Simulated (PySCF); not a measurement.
Radial density of Pb (lead, neutral)

M06-2X, [Xe] 4f14 5d10 6s2 6p2, high-spin 3P determinant. All numbers are calculated (PySCF 2.14, scalar relativity through the core potential, in def2-TZVP with the def2 core potential (60 electrons) (6s5p3d2f, 50 functions)). This is the valence pseudo-density: the core potential removes the inner electrons and smooths the orbitals near the nucleus.

```
r (bohr)  4πr²ρ (e/bohr)  4πr²(ρα − ρβ)
  0.0186       1.833e-05         0.0000
  0.0313       3.632e-05         0.0000
  0.0527       5.581e-05         0.0000
  0.0886       0.0001583         0.0000
   0.149        0.001402         0.0000
   0.251         0.02763         0.0002
   0.422           1.121         0.0073
   0.709           15.23         0.0644
    1.19           15.64        -0.0880
    2.01           4.086         0.6498
    3.38           1.034         0.6147
    5.68          0.1014         0.0882
    9.55        0.001179         0.0012
```

Energies and moments cover only the electrons outside the core potential. Spin-orbit coupling is strong in this species (close to jj coupling), so the high-spin LS determinant is a model state, not a physical level.

Problem. Where is the radial spin density 4πr²(ρα − ρβ) most negative, and why is it negative at all?

Solution. Around r = 1.19 bohr, down to -0.0880 e/bohr: exchange with the open shell polarises the paired shells in an unrestricted calculation.
